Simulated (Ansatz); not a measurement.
Basis-set extrapolation for C3H7NOSi (`C=N/C([SiH3])=C\O`) (PBE0-D4/def2-TZVP geometry, frozen core, Ansatz). Multiplicity 1, RHF reference.

```tsv
	def2-TZVPP	def2-QZVPP
HF	-535.974116	-535.994500
MP2 correlation	-1.041835	-1.115031
CCSD(T) correlation	-1.132915	not run
```

Energies in hartree. Use E(X) = E(∞) + A·exp(−7.88·√X) for Hartree–Fock and E(X) = E(∞) + B·X^(−2.97) for correlation, with X = 3 and 4, and add CCSD(T) minus MP2 of the smaller set to the MP2 limit.

**Question.** What is the CCSD(T) energy at the basis-set limit?

**Answer.** HF limit: -535.994500 + (-0.020384) × 0.13774 = -535.99731. MP2 limit: -1.115031 + (-0.073196) × 0.74074 = -1.16925. Higher-order term: -1.132915 − (-1.041835) = -0.09108. Total: -537.25764 hartree, 4.10 eV below CCSD(T)/def2-TZVPP.
